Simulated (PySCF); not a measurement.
A structure optimised at PBE-D3(BJ)/def2-SVP, used in a PySCF frequency run:

```
N
Si 1 1.7542
F 2 1.6497 1 103.87
Si 1 1.7645 2 120.39 3 171.58
Si 1 1.7737 2 119.87 3 -7.74
H 2 1.5008 3 107.56 1 118.22
H 5 1.5026 1 112.48 2 67.00
H 5 1.5029 7 109.12 1 124.47
H 4 1.5047 1 111.91 2 -121.31
H 4 1.5052 9 108.34 1 123.85
H 5 1.5062 7 108.79 8 118.72
H 4 1.5069 9 109.02 10 118.12
C 2 1.8671 6 112.03 3 -119.30
H 13 1.1087 2 110.31 6 177.06
H 13 1.1089 14 108.67 2 122.21
H 13 1.1096 14 108.16 15 116.94
```
Charge 0, spin multiplicity 1.

### Question
Write its SMILES and formula.

### Answer
C[Si@H](F)N([SiH3])[SiH3], CH10FNSi3

### Question
What are its rotational constants (standard atomic weights)?

### Answer
2.0679, 1.4636, 0.98270 GHz
